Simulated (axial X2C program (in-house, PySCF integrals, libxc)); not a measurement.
**Working with the constants of SnO**

A bond curve at the PBE0 level, two-component, was computed with an in-house all-electron X2C program for linear molecules (integrals from PySCF) (basis Sn dyall-cv3z [11s12p9d4f1g], O dyall-av3z [7s6p3d2f] (cores contracted in-house)) for the state Ω = 0 (closed shell). Its fit gives Re = 1.8191 Å, ωe = 868.1 cm⁻¹, ωexe = 3.17 cm⁻¹ and αe = 1.909e-03 cm⁻¹; the masses are 119.9022 and 15.9949 u. Two-component means X2C with spin–orbit coupling and atomic mean-field Coulomb and Gaunt terms.

Q: Find the reduced mass, Be and the force constant.

A: From the PBE0 values: μ = 14.1123 u. Be = 16.8576/(μ Re²) = 0.361 cm⁻¹. k = 5.8918×10⁻⁷ μ ωe² = 6.27 mdyn/Å.

Q: Where do the fundamental and the first overtone lie?

A: ν(1←0) = ωe − 2ωexe = 861.8 cm⁻¹; ν(2←0) = 2ωe − 6ωexe = 1717.2 cm⁻¹.

Q: Estimate the centrifugal constant by the Kratzer relation.

A: D = 4Be³/ωe² = 2.50e-07 cm⁻¹.

Q: Give B0, the J = 1←0 line in GHz and the most populated J at 300 K (kT = 208.5 cm⁻¹).

A: B0 = Be − αe/2 = 0.36 cm⁻¹; 2B0 = 21.59 GHz; J(max) ≈ √(kT/2B0) − 1/2 = 16.5, so J = 17.

Q: A Morse curve ties αe to the other constants (Pekeris). How well does that hold?

A: αe(Morse) = 6Be²/ωe × (√(ωexe/Be) − 1) = 1.768e-03 cm⁻¹; the PBE0 curve gives 1.909e-03 cm⁻¹, a ratio of 0.93.

Occupations by symmetry block were frozen at the best pattern of an incomplete PBE0 search.
